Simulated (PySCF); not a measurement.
# Reading the logs of faulty runs: B3CH6 anion

Calculated results; nothing here was measured. The program is PySCF 2.14.0, an open-source quantum chemistry code, run on an isolated molecule that a program drew, which may never have been made. The molecule is B3CH6 anion (charge -1, singlet), drawn as the SMILES string `BB=C[BH3-]`.

Each row is a Hartree-Fock (HF) and frozen-core CCSD(T) single point in the aug-cc-pVDZ basis, meant for a local HF minimum. Run 1 is clean. Each other run has one planted mistake out of seven kinds, and not every kind appears here: one electron removed, one electron added, multiplicity raised by two, geometry at a saddle point, minimal basis STO-3G, one bond length entered in bohr, all coordinates scaled. The reference is restricted for singlets and unrestricted otherwise, and also for a bond in bohr. Adding or removing an electron swaps singlet and doublet. Electrons count all cores. HOMO and LUMO are orbital energies over both spins, the gradient is its largest component, and the lowest frequency (negative if imaginary) is given only where the gradient is small. Bond lengths are over the 9 bonds as drawn. T1 is the CCSD diagnostic: over 0.02 (restricted) or 0.045 (unrestricted) a single reference is doubtful.

Geometry of the clean run:
```xyz
10
B3CH6 anion, angstrom
B    -2.8909   -0.6468   -1.0632
B    -1.7072   -0.1773   -0.0645
C    -0.6935    0.2357    0.8192
B     0.9254    0.3859    0.5275
H    -4.0388   -0.7023   -0.6884
H    -2.6865   -0.9583   -2.2103
H    -1.0148    0.4911    1.8319
H     1.2511    1.5655    0.7544
H     1.5318   -0.3524    1.3252
H     1.2126    0.0809   -0.6389
```

| run | electrons | basis functions | <S^2> | HOMO (eV) | LUMO (eV) | gradient (hartree/bohr) | lowest frequency (cm^-1) | mean bond (Å) | longest bond (Å) | T1 | HF (hartree) | CCSD(T) (hartree) | mistake |
|---|---|---|---|---|---|---|---|---|---|---|---|---|---|
| 1 | 28 | 146 | 0.000 | -3.40 | 3.21 | 4.0e-05 | 107 | 1.3237 | 1.652 | 0.0209 | -115.34146 | -115.84856 | no fault |
| 2 | 28 | 146 | 1.437 | -4.10 | 3.16 | 2.5e-02 | - | 1.4628 | 2.659 | 0.0865 | -115.14471 | -115.64478 | one bond length entered in bohr |
| 3 | 27 | 146 | 0.758 | -10.29 | -1.45 | 3.0e-02 | - | 1.3237 | 1.652 | 0.0369 | -115.25774 | -115.71655 | one electron removed |
| 4 | 28 | 146 | 0.000 | -3.41 | 3.22 | 1.1e-02 | - | 1.3051 | 1.629 | 0.0205 | -115.33987 | -115.84530 | all coordinates scaled |
| 5 | 28 | 26 | 0.000 | -0.42 | 10.58 | 3.5e-02 | - | 1.3237 | 1.652 | 0.0179 | -113.79772 | -114.04529 | ? |

**Which mistake was planted in run 5, and what did it cost?**

It has 26 basis functions where the clean run has 146, with the same electrons and geometry. So the mistake is: minimal basis STO-3G. Subtracting run 1 and multiplying by 627.51 kcal/mol a hartree, the energy moved by 968.7 kcal/mol in HF and 1131.6 kcal/mol in CCSD(T).

Cautions from the logs. Run 1: T1 is over the limit, so its CCSD(T) energy is less reliable; run 2: T1 is over the limit, so its CCSD(T) energy is less reliable; run 4: T1 is over the limit, so its CCSD(T) energy is less reliable.
